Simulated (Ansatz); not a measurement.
Reactions of Au2, SMILES `[Au][Au]`.

Calculated with Ansatz (gas phase, PBE0-D4/def2-TZVP geometries, no zero-point term in ΔE). CBS: MP2 limit from def2 TZ/QZ plus the TZ coupled-cluster correction, frozen cores. This one scheme is used for every species, atoms too. No spin–orbit coupling; open shells (•) take unrestricted orbitals. def2 core potentials past Kr. Bonds to Au, Br are less sure, by a few kJ/mol each and by 10 to 20 or more in all where they break to atoms, as the def2 sets lack core-valence functions. Scalar relativity is left out up to krypton.

```tsv
reaction	CCSD(T)/CBS(def2) (kJ/mol)
`[Au][Au]` + H₂O → `[OH][Au]` + `[AuH]`	200
`[Au][Au]` + H₂S → `[SH][Au]` + `[AuH]`	43
`[Au][Au]` → 2 Au•	230
`[Au][Au]` + CH₃OH → `C[O][Au]` + `[AuH]`	197
`[Au][Au]` + H₂ → `[AuH]` + `[AuH]`	?
`[Au][Au]` + CH₃SH → `C[S][Au]` + `[AuH]`	?
`[Au][Au]` + HBr → `[Br][Au]` + `[AuH]`	29
`[Au][Au]` + Br₂ → 2 `[Br][Au]`	-106
`[Au][Au]` + HCl → `[Cl][Au]` + `[AuH]`	?
`[Au][Au]` + H–F → `[F][Au]` + `[AuH]`	212
```

Question: Fill in the missing values. (Estimate.)

Answer: The calculation gave: `[Au][Au]` + H₂ → `[AuH]` + `[AuH]`: +51.8 kJ/mol; `[Au][Au]` + CH₃SH → `C[S][Au]` + `[AuH]`: +43.7 kJ/mol; `[Au][Au]` + HCl → `[Cl][Au]` + `[AuH]`: +68.1 kJ/mol.

Largest T1 diagnostic: 0.033, for `C[O][Au]`, so its coupled-cluster energy is less sure.
